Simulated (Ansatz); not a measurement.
Start from `CO[SiH](C)Cl` and change one atom or group to get `CO[SiH]([SiH3])Cl`.

Ansatz, PBE0-D4/def2-TZVP geometries, multiplicity 1. Each molecule was computed in one conformer, which needn't be the lowest.

```tsv
property	`CO[SiH](C)Cl`
HOMO–LUMO gap (ωB97M-V/def2-TZVPP) / eV	13.16
zero-point energy (PBE0-D4/def2-TZVP) / kJ/mol	236.7
LUMO energy (PBE0/def2-TZVPP) / eV	1.06
LUMO energy (B3LYP/def2-TZVPP) / eV	0.74
HOMO–LUMO gap (PBE0/def2-TZVPP) / eV	9.43
HOMO energy (ωB97M-V/def2-TZVPP) / eV	-10.68
```

**Question.** Give the same properties after the change, and the shifts. (Estimate.)

**Answer.** Computed: 
| property | `CO[SiH]([SiH3])Cl` | shift |
| --- | --- | --- |
| HOMO–LUMO gap (ωB97M-V/def2-TZVPP) / eV | 11.78 | -1.38 |
| zero-point energy (PBE0-D4/def2-TZVP) / kJ/mol | 205.1 | -31.6 |
| LUMO energy (PBE0/def2-TZVPP) / eV | -0.17 | -1.23 |
| LUMO energy (B3LYP/def2-TZVPP) / eV | -0.33 | -1.07 |
| HOMO–LUMO gap (PBE0/def2-TZVPP) / eV | 7.92 | -1.51 |
| HOMO energy (ωB97M-V/def2-TZVPP) / eV | -10.16 | 0.52 |

With PBE0 the HOMO rises by 0.28 eV and the LUMO falls by 1.23 eV, so the gap narrows by about 1.51 eV. PBE moves the HOMO by 0.01 eV and ωB97M-V by 0.52 eV.

B3LYP here is the variant with VWN-RPA as its local correlation; programs differ in this.
